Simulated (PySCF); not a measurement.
C3H8N2Si, SMILES C#CC[SiH](N)N.

Coordinates come from a B3LYP-D3(BJ)/def2-SVP optimisation. This is a generated structure with no PubChem entry under its InChIKey; it may be hypothetical. Other conformers were not sampled.

All values below come from TDA-LC-ωPBE/def2-SVPD (PySCF).

Vertical excitations. Gas-phase values at a fixed geometry.

Computed lowest excited states:
```
state  energy (eV)  λ (nm)      f                                                                   main pairs
-----  -----------  ------  -----  ---------------------------------------------------------------------------
S1            6.42     193  0.001       HOMO→LUMO+4 36 %, HOMO−3→LUMO+4 12 %, HOMO→LUMO+6 8 %, HOMO→LUMO+3 8 %
S2            6.81     182  0.017    HOMO−2→LUMO+4 25 %, HOMO→LUMO+3 20 %, HOMO→LUMO+5 12 %, HOMO−2→LUMO+6 6 %
S3            6.92     179  0.002   HOMO−2→LUMO+3 34 %, HOMO−2→LUMO+5 27 %, HOMO−2→LUMO+4 8 %, HOMO→LUMO+4 6 %
S4            7.18     173  0.041                         HOMO→LUMO 49 %, HOMO−3→LUMO 19 %, HOMO−3→LUMO+1 10 %
S5            7.38     168  0.034        HOMO−1→LUMO 31 %, HOMO→LUMO+1 18 %, HOMO−1→LUMO+2 15 %, HOMO→LUMO 8 %
S6            7.71     161  0.026         HOMO→LUMO+1 35 %, HOMO→LUMO+2 12 %, HOMO−1→LUMO 11 %, HOMO→LUMO 10 %
S7            8.15     152  0.036                                         HOMO−2→LUMO+1 49 %, HOMO−2→LUMO 30 %
S8            8.28     150  0.017        HOMO→LUMO+2 30 %, HOMO−1→LUMO 13 %, HOMO→LUMO+10 7 %, HOMO→LUMO+1 7 %
S9            8.49     146  0.077         HOMO−1→LUMO+1 22 %, HOMO→LUMO+2 18 %, HOMO→LUMO 7 %, HOMO→LUMO+9 7 %
S10           8.62     144  0.024        HOMO→LUMO+6 25 %, HOMO→LUMO+3 9 %, HOMO→LUMO+4 8 %, HOMO−3→LUMO+6 8 %
T1            5.19     239      0    HOMO−2→LUMO+4 21 %, HOMO→LUMO+3 13 %, HOMO→LUMO+5 11 %, HOMO−2→LUMO+6 5 %
T2            5.72     217      0  HOMO→LUMO+4 27 %, HOMO−3→LUMO+4 12 %, HOMO−2→LUMO+3 12 %, HOMO−2→LUMO+5 9 %
T3            5.75     216      0     HOMO−2→LUMO+4 30 %, HOMO→LUMO+3 13 %, HOMO→LUMO+5 9 %, HOMO−2→LUMO+6 7 %
T4            6.55     189      0  HOMO−2→LUMO+3 25 %, HOMO−2→LUMO+5 21 %, HOMO→LUMO+4 11 %, HOMO−2→LUMO+4 7 %
```
Triplets are in the Tamm–Dancoff approximation.
